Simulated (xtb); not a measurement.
A run for xtb: GFN2-xTB on C2H6O (SMILES CCO), a point of a torsion scan.

```
$ xtb mol.xyz --gfn 2 --opt vtight --chrg 0 --uhf 0 --input xcontrol
9

C     -0.90861006     0.28719151     0.06206122
C      0.42079370    -0.37217452    -0.20875185
O      1.42917964     0.55088784     0.06607784
H     -1.66429142    -0.14814020    -0.64000572
H     -0.89038574     1.38993184    -0.12884829
H     -1.25019182     0.09208118     1.10866573
H      0.46950349    -1.24289612     0.49433333
H      0.49998377    -0.81206634    -1.21775042
H      1.04694466     1.25028462     0.65726904
$constrain
  force constant=1.0
  dihedral: 1,2,3,9,20.0
$end
```

The log:

```
[...]
           -------------------------------------------------
          |                Calculation Setup                |
           -------------------------------------------------



           -------------------------------------------------
          |                 G F N 2 - x T B                 |
           -------------------------------------------------

        Reference                      10.1021/acs.jctc.8b01176
      * Hamiltonian:
        H0-scaling (s, p, d)           1.850000    2.230000    2.230000
        zeta-weighting                 0.500000
      * Dispersion:
        s8                             2.700000
        a1                             0.520000
        a2                             5.000000
        s9                             5.000000
      * Repulsion:
        kExp                           1.500000    1.000000
        rExp                           1.000000
      * Coulomb:
        alpha                          2.000000
        third order                    shell-resolved
        anisotropic                    true
        a3                             3.000000
        a5                             4.000000
        cn-shift                       1.200000
        cn-exp                         4.000000
        max-rad                        5.000000


          ...................................................
          :                      SETUP                      :
          :.................................................:
          :  # basis functions                  18          :
          :  # atomic orbitals                  18          :
          :  # shells                           12          :
          :  # electrons                        20          :
          :  max. iterations                   250          :
          :  Hamiltonian                  GFN2-xTB          :
          :  restarted?                      false          :
          :  GBSA solvation                  false          :
          :  PC potential                    false          :
          :  electronic temp.          300.0000000     K    :
          :  accuracy                    1.0000000          :
          :  -> integral cutoff          0.2500000E+02      :
          :  -> integral neglect         0.1000000E-07      :
          :  -> SCF convergence          0.1000000E-05 Eh   :
          :  -> wf. convergence          0.1000000E-03 e    :
          :  Broyden damping             0.4000000          :
          :  net charge                          0          :
          :  unpaired electrons                  0          :
          ...................................................

 iter      E             dE          RMSdq      gap      omega  full diag
   1    -11.4649773 -0.114650E+02  0.382E+00   12.51       0.0  T
   2    -11.4878726 -0.228953E-01  0.207E+00   12.21       1.0  T
   3    -11.4882990 -0.426366E-03  0.828E-01   12.20       1.0  T
   4    -11.4884300 -0.130962E-03  0.127E-01   12.20       1.0  T
   5    -11.4884421 -0.121775E-04  0.687E-02   12.22       1.0  T
   6    -11.4884435 -0.132859E-05  0.124E-02   12.23       2.7  T
   7    -11.4884437 -0.185768E-06  0.372E-03   12.23       9.0  T
   8    -11.4884437 -0.174920E-07  0.154E-03   12.23      21.6  T
   9    -11.4884437 -0.170567E-08  0.228E-04   12.23     146.4  T
  10    -11.4884437 -0.452705E-10  0.501E-05   12.23     664.8  T

   *** convergence criteria satisfied after 10 iterations ***

         #    Occupation            Energy/Eh            Energy/eV
      -------------------------------------------------------------
         1        2.0000           -0.6853956             -18.6506
       ...           ...                  ...                  ...
         4        2.0000           -0.5450474             -14.8315
         5        2.0000           -0.5309418             -14.4477
         6        2.0000           -0.5275171             -14.3545
         7        2.0000           -0.4744127             -12.9094
         8        2.0000           -0.4696057             -12.7786
         9        2.0000           -0.4473184             -12.1722
        10        2.0000           -0.4026275             -10.9561 (HOMO)
        11                          0.0466645               1.2698 (LUMO)
        12                          0.0875747               2.3830
        13                          0.0983596               2.6765
        14                          0.1199704               3.2646
        15                          0.1311563               3.5689
       ...                                ...                  ...
        18                          0.2592379               7.0542
      -------------------------------------------------------------
                  HL-Gap            0.4492920 Eh           12.2259 eV
             Fermi-level           -0.1779815 Eh           -4.8431 eV

 SCC (total)                   0 d,  0 h,  0 min,  0.003 sec
 SCC setup         
[...]
--------------------------------------
                  HL-Gap            0.4640567 Eh           12.6276 eV
             Fermi-level           -0.1731423 Eh           -4.7114 eV

 SCC (total)                   0 d,  0 h,  0 min,  0.001 sec
 SCC setup                      ...        0 min,  0.000 sec (  3.239%)
 Dispersion                     ...        0 min,  0.000 sec (  1.174%)
 classical contributions        ...        0 min,  0.000 sec (  0.546%)
 integral evaluation            ...        0 min,  0.000 sec ( 18.525%)
 iterations                     ...        0 min,  0.000 sec ( 30.749%)
 molecular gradient             ...        0 min,  0.000 sec ( 40.719%)
 printout                       ...        0 min,  0.000 sec (  4.402%)

         :::::::::::::::::::::::::::::::::::::::::::::::::::::
         ::                     SUMMARY                     ::
         :::::::::::::::::::::::::::::::::::::::::::::::::::::
         :: total energy             -11.392847715284 Eh    ::
         :: gradient norm              0.000062246825 Eh/a0 ::
         :: HOMO-LUMO gap             12.627626200951 eV    ::
         ::.................................................::
         :: SCC energy               -11.513661117870 Eh    ::
         :: -> isotropic ES            0.026471562061 Eh    ::
         :: -> anisotropic ES          0.002156295735 Eh    ::
         :: -> anisotropic XC          0.002320971161 Eh    ::
         :: -> dispersion             -0.002780579937 Eh    ::
         :: repulsion energy           0.120808812090 Eh    ::
         :: add. restraining           0.000004590496 Eh    ::
         :: total charge              -0.000000000000 e     ::
         :::::::::::::::::::::::::::::::::::::::::::::::::::::

           -------------------------------------------------
          |                Property Printout                |
           -------------------------------------------------

    * Orbital Energies and Occupations

         #    Occupation            Energy/Eh            Energy/eV
      -------------------------------------------------------------
         1        2.0000           -0.6843332             -18.6217
         2        2.0000           -0.6265568             -17.0495
         3        2.0000           -0.5998852             -16.3237
         4        2.0000           -0.5449983             -14.8302
         5        2.0000           -0.5281080             -14.3706
         6        2.0000           -0.5278130             -14.3625
         7        2.0000           -0.4737830             -12.8923
         8        2.0000           -0.4706588             -12.8073
         9        2.0000           -0.4524773             -12.3125
        10        2.0000           -0.4051706             -11.0253 (HOMO)
        11                          0.0588861               1.6024 (LUMO)
        12                          0.1066093               2.9010
        13                          0.1396946               3.8013
        14                          0.1479185               4.0251
        15                          0.1612029               4.3866
        16                          0.2376287               6.4662
        17                          0.2432152               6.6182
        18                          0.2654357               7.2229
      -------------------------------------------------------------
                  HL-Gap            0.4640567 Eh           12.6276 eV
             Fermi-level           -0.1731423 Eh           -4.7114 eV

     #   Z          covCN         q      C6AA      α(0)
     1   6 C        3.750    -0.118    22.827     6.814
     2   6 C        3.672     0.083    19.420     6.316
     3   8 O        1.655    -0.450    21.834     6.308
     4   1 H        0.925     0.043     2.405     2.425
     5   1 H        0.925     0.046     2.373     2.409
     6   1 H        0.925     0.039     2.461     2.453
     7   1 H        0.923     0.025     2.656     2.548
     8   1 H        0.924     0.041     2.432     2.439
     9   1 H        0.805     0.290     0.753     1.363

 Mol. C6AA /au·bohr⁶  :        506.874469
 Mol. C8AA /au·bohr⁸  :      10090.941444
 Mol. α(0) /au        :         33.076024


Wiberg/Mayer (AO) data.
largest (>0.10) Wiberg bond orders for each atom

 ---------------------------------------------------------------------------
     #   Z sym  total        # sym  WBO       # sym  WBO       # sym  WBO
 ---------------------------------------------------------------------------
     1   6 C    3.996 --     2 C    1.018     5 H    0.986     6 H    0.985
                             4 H    0.985
     2   6 C    3.958 --     1 C    1.018     3 O    0.995     8 H    0.973
                             7 H    0.971
     3   8 O    1.948 --     2 C    0.995     9 H    0.899
     4   1 H    0.998 --     1 C    0.985
     5   1 H    0.998 --     1 C    0.986
     6   1 H    0.998 --     1 C    0.985
     7   1 H    0.999 --     2 C    0.971
     8   1 H    0.998 --     2 C    0.973
     9   1 H    0.916 --     3 O    0.899
 ---------------------------------------------------------------------------

Topologies differ in total number of bonds
Writing topology from bond orders to xtbtopo.mol

molecular dipole:
                 x           y           z       tot (Debye)
 q only:       -0.600       0.096       0.169
   full:       -0.794       0.149       0.271       2.166
molecular quadrupole (traceless):
                xx          xy          yy          xz          yz          zz
 q only:       -2.886      -0.016       1.638       0.586       1.330       1.248
  q+dip:       -4.961      -0.379       2.396       0.559       1.297       2.566
   full:       -4.536      -0.194       2.354       0.656       1.668       2.182

           -------------------------------------------------
          |                Geometry Summary                 |
           -------------------------------------------------

      molecular mass/u    :       46.0685212
   center of mass at/Å    :        0.3262691       0.1607583       0.0309487
  moments of inertia/u·Å² :        0.1468374E+02   0.5386763E+02   0.6204432E+02
rotational constants/cm⁻¹ :        0.1148048E+01   0.3129455E+00   0.2717031E+00

 * 8 selected distances

     #   Z          #   Z                                           value/Å
     1   6 C        2   6 C                                       1.5215780 (max)
     2   6 C        3   8 O                                       1.4131789
     1   6 C        4   1 H                                       1.0866046
     1   6 C        5   1 H                                       1.0886165
     1   6 C        6   1 H                                       1.0893908
     2   6 C        7   1 H                                       1.1005198
     2   6 C        8   1 H                                       1.0944463
     3   8 O        9   1 H                                       0.9625939 (min)

 * 4 distinct bonds (by element types)

   Z      Z             #   av. dist./Å        max./Å        min./Å
   1 H    6 C           5     1.0919156     1.1005198     1.0866046
   6 C    6 C           1     1.5215780     1.5215780     1.5215780
   1 H    8 O           1     0.9625939     0.9625939     0.9625939
   6 C    8 O           1     1.4131789     1.4131789     1.4131789


optimized geometry written to: xtbopt.xyz


           -------------------------------------------------
          | TOTAL ENERGY              -11.392847715284 Eh   |
          | GRADIENT NORM               0.000062246825 Eh/α |
          | HOMO-LUMO GAP              12.627626200951 eV   |
Note: The following floating-point exceptions are signalling: IEEE_DENORMAL
normal termination of xtb
           -------------------------------------------------

------------------------------------------------------------------------
------------------------------------------------------------------------
 total:
 SCF:
 ANC optimizer:
```

The run finished.

Warnings raised: the energy holds the restraint's term.

Cost: about 0.06 core-seconds (a rough figure).
